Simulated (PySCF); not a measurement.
Species: C6H7NOSSi.
Bonds: Si1–N2, N2–C3, C3–C4 (aromatic), C4–C5 (aromatic), C5–S6 (aromatic), S6–C7 (aromatic), C7–C8 (aromatic), C8–C9 (aromatic), C9–O10 (aromatic), C3–O10 (aromatic), C5–C9 (aromatic). Hydrogens: H11, H12, H13 on Si1; H14 on N2; H15 on C4; H16 on C7; H17 on C8.

NICS = −σ at a ghost point: NICS(0) at the centroid of the ring atoms, NICS(1) 1 Å to either side along the normal of their mean plane, zz for the tensor component along that normal. Level: GIAO PBE0/pcSseg-1 (PySCF, non-relativistic, gas phase) on the GFN2-xTB geometry, one conformer.

Ring bond lengths (Å), with Mayer bond orders in brackets: C3–C4 1.371 (1.54), C4–C5 1.416 (1.19), C5–C9 1.388 (1.40), C9–O10 1.361 (0.95), O10–C3 1.357 (1.06); C5–S6 1.721 (1.08), S6–C7 1.740 (1.13), C7–C8 1.360 (1.57), C8–C9 1.407 (1.27), C9–C5 1.388 (1.40).

Task: Give the NICS values of each ring in ppm.

Result: 
```csv
ring,type,NICS(0),"NICS(1), two faces","NICS(1)zz, two faces",rms pucker (Å),"centre to ring atoms, mean (Å)"
C3–C4–C5–C9–O10,5-membered ring with O; formal bonds all aromatic,-10.0,-8.0 / -7.9,-17.9 / -17.8,0.00,1.17
C5–S6–C7–C8–C9,5-membered ring with S; formal bonds all aromatic,-13.2,-10.3 / -10.3,-23.1 / -23.2,0.00,1.29
```

Task: What do they say, and how far can they be read as aromaticity?

Result: 
- C3–C4–C5–C9–O10: mean NICS(1)zz -17.8 ppm, shielded.
- C5–S6–C7–C8–C9: mean NICS(1)zz -23.1 ppm, shielded. The ring is flat and has no four-coordinate atom; by the NICS criterion it is aromatic, though in fused rings the probe also feels the neighbouring ring.

Task: What does the geometric index give? HOMA = 1 − mean of α(R − Ropt)² over the ring bonds, with Krygowski's 1993 parameters (CC: Ropt 1.388 Å, α 257.7 Å⁻²; CO: Ropt 1.265 Å, α 157.38 Å⁻²; CS: Ropt 1.677 Å, α 94.09 Å⁻²).

Result: 
- C3–C4–C5–C9–O10: HOMA 0.39; the largest term is that of C9–O10, α(R − Ropt)² = 1.44.
- C5–S6–C7–C8–C9: HOMA 0.83; the largest term is that of S6–C7, α(R − Ropt)² = 0.37. The geometric and the magnetic index point the same way.

Task: What are the shieldings of the ring atoms and their hydrogens in the same run (means over atoms taken as equivalent)?

Result: 
```json
{"atoms": "C3", "environment": "aromatic carbon bearing nitrogen", "σ isotropic (ppm)": "22.2", "principal values of the symmetric part, first atom (ppm)": "-48.3, 40.0, 74.7"}
{"atoms": "C4", "environment": "aromatic CH carbon", "σ isotropic (ppm)": "101.8", "principal values of the symmetric part, first atom (ppm)": "49.0, 100.3, 156.2"}
{"atoms": "C5", "environment": "ring-fusion aromatic carbon", "σ isotropic (ppm)": "47.3", "principal values of the symmetric part, first atom (ppm)": "-10.9, 25.7, 126.9"}
{"atoms": "S6", "environment": "thiophene-type sulfur", "σ isotropic (ppm)": "367.9", "principal values of the symmetric part, first atom (ppm)": "221.0, 410.2, 472.6"}
{"atoms": "C7", "environment": "aromatic CH next to a ring sulfur", "σ isotropic (ppm)": "64.1", "principal values of the symmetric part, first atom (ppm)": "-16.2, 71.8, 136.8"}
{"atoms": "C8", "environment": "aromatic CH carbon", "σ isotropic (ppm)": "72.9", "principal values of the symmetric part, first atom (ppm)": "-4.0, 58.2, 164.5"}
{"atoms": "C9", "environment": "ring-fusion aromatic carbon", "σ isotropic (ppm)": "32.3", "principal values of the symmetric part, first atom (ppm)": "-15.9, 37.1, 75.6"}
{"atoms": "O10", "environment": "furan-type oxygen", "σ isotropic (ppm)": "92.6", "principal values of the symmetric part, first atom (ppm)": "-0.6, 46.4, 232.1"}
{"atoms": "H15", "environment": "aromatic hydrogen", "σ isotropic (ppm)": "26.01", "principal values of the symmetric part, first atom (ppm)": "21.5, 28.1, 28.4"}
{"atoms": "H16", "environment": "aromatic hydrogen", "σ isotropic (ppm)": "25.11", "principal values of the symmetric part, first atom (ppm)": "21.4, 25.2, 28.7"}
{"atoms": "H17", "environment": "aromatic hydrogen", "σ isotropic (ppm)": "24.73", "principal values of the symmetric part, first atom (ppm)": "21.0, 25.5, 27.7"}
```

Shape of the structure used: `[SiH3:1][NH:2][c:3]1[cH:4][c:5]2[s:6][cH:7][cH:8][c:9]2[o:10]1`: Si1–N2–C3–C4 180°.
